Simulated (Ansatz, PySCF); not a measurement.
Molecule: sum formula GeHCl₂, net charge 0, doublet state. It need not be the lowest isomer of its formula. SMILES: [Cl][GeH][Cl]
Geometry from a B3LYP-D3(BJ)/def2-TZVP (Ansatz, a first-principles code) optimisation:
```xyz
4

Ge    -0.0828     0.5378     0.3317
Cl     1.8280    -0.3165    -0.2602
Cl    -1.6624    -0.7210    -0.4752
H     -0.1658     0.4271     1.8880
```
Charge 0, spin multiplicity 2.

Quantity: atomisation energy (electronic, to ground-state atoms), in kJ/mol. Correlated levels leave the core frozen unless marked. UHF or UKS for open shells. No spin-orbit coupling. The frozen core is the preceding noble-gas configuration, with the filled d and f shells of earlier blocks. No relativistic terms. The coupled-cluster limit lacks core correlation, which all-electron functionals hold. CBS marks a two-point X^-3 extrapolation of the correlation energy; Hartree-Fock from the larger set. [CCSD(T)-MP2]/basis is that difference in the basis named.

| level | program | atomisation energy (kJ/mol) |
|---|---|---|
| BP86-D3(BJ)/def2-TZVPD | PySCF + dftd3 | 999.8 |
| PBE0-D3(BJ)/def2-TZVPD | Ansatz + dftd3 | 970.5 |
| r2SCAN0/def2-TZVPD | Ansatz | 964.9 |
| MN15-D3(BJ)/def2-TZVPD | PySCF + dftd3 | 971.5 |

Question: What does RI-MP2/CBS(def2-TZVPPD,def2-QZVPPD)+[CCSD(T)-MP2]/def2-TZVPPD (Ansatz) give?

Answer: 963.4 kJ/mol
